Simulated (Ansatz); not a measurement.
Reaction (SMILES): F[S] (F-S) → F atom + S atom
B3LYP-D3(BJ)/def2-TZVP geometries, fixed; electronic energies without zero-point terms.

Energies in hartree at r2SCAN with Ansatz (a program for electronic structure); the atomisation energy is their sum with the coefficients shown, times 627.509 kcal/mol a hartree. All functions are spherical. Open shells are unrestricted. No added dispersion term, no relativity.

| species | coefficient | part | cc-pV(D+d)Z | cc-pV(T+d)Z | cc-pV(Q+d)Z |
|---|---|---|---|---|---|
| F[S] (F-S) | -1 | r2SCAN | -497.89110 | -497.94804 | -497.96230 |
| F atom | +1 | r2SCAN | -99.68613 | -99.72102 | -99.72999 |
| S atom | +1 | r2SCAN | -398.07726 | -398.08961 | -398.09355 |

**Question.** Predict the atomisation energy in cc-pV(5+d)Z (X = 5): let each r2SCAN step shrink by the ratio of the last two. Compare with the run.

**Answer.** 
- F[S] (F-S): steps -0.05694 and -0.01426, ratio 0.250, so r2SCAN -497.96587 (run: -497.96798).
- F atom: steps -0.03489 and -0.00897, ratio 0.257, so r2SCAN -99.73230 (run: -99.73310).
- S atom: steps -0.01235 and -0.00394, ratio 0.319, so r2SCAN -398.09481 (run: -398.09589).
Predicted 87.07 kcal/mol; the run in cc-pV(5+d)Z gives 87.22, a miss of -0.14. Keeping the value in cc-pV(Q+d)Z, 87.07, would miss by -0.14. All sums are of the energies as printed.
